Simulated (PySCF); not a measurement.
Compound: C7H12O.
Numbering: `[O:1]=[CH:2][CH:3]1[CH2:4][CH2:5][CH2:6][CH2:7][CH2:8]1` (hydrogens: H9 on C2; H10 on C3; H11, H12 on C4; H13, H14 on C5; H15, H16 on C6; H17, H18 on C7; H19, H20 on C8)

Computed geometry: GFN2-xTB, gas phase.

Q: What internal coordinates does the optimisation give?

A: 
```csv
bond,length (Å),order
O1=C2,1.198,double
C2–C3,1.506,single
"C3–C4, C3–C8",1.531,single
"C4–C5, C7–C8",1.526,single
"C5–C6, C6–C7",1.525,single
C2–H9,1.111,single
C3–H10,1.100,single
"C4–H11, C8–H19",1.092,single
"C4–H12, C8–H20",1.092,single
"C5–H13, C7–H17",1.092,single
"C5–H14, C7–H18",1.092,single
C6–H15,1.093,single
C6–H16,1.092,single
```

Bonds in one row agree within 0.01 Å and their mean is given. Orders are formal, as drawn. A selection of angles:
```csv
angle,degrees
O1–C2–C3,126.4
C2–C3–C4,112.3
C4–C3–C8,111.2
C3–C4–C5,111.0
C4–C5–C6,110.9
C5–C6–C7,110.3
C6–C7–C8,110.3
C3–C8–C7,110.4
```

Torsions: O1–C2–C3–C4 -16° (synperiplanar); C2–C3–C4–C5 -70° (synclinal); C3–C4–C5–C6 -56° (synclinal); C4–C5–C6–C7 58° (synclinal); C5–C6–C7–C8 -59° (synclinal); C6–C7–C8–C3 58° (synclinal); C2–C3–C8–C7 69° (synclinal). The mirror-image conformer, all signs reversed, is as good.

Of the pairs four or more bonds apart, C2···H18 is among the closest relative to their van der Waals radii: 2.72 Å, 94 % of the sum of Bondi's values. The 6-membered ring C3–C4–C5–C6–C7–C8 has internal angles of 110.3° to 111.2° (sum 664°, against 720° for a flat polygon); it is puckered, 0.24 Å rms from its mean plane, widest ring torsion 59°. The 7 C–C bonds span 1.506 Å (C2–C3, drawn single) to 1.532 Å (C3–C8, drawn single), a spread of 0.026 Å.

Point group: C1 (no symmetry element, even within 0.4 Å). Whether it is a minimum is left open (no frequencies). One conformer, not necessarily the lowest.
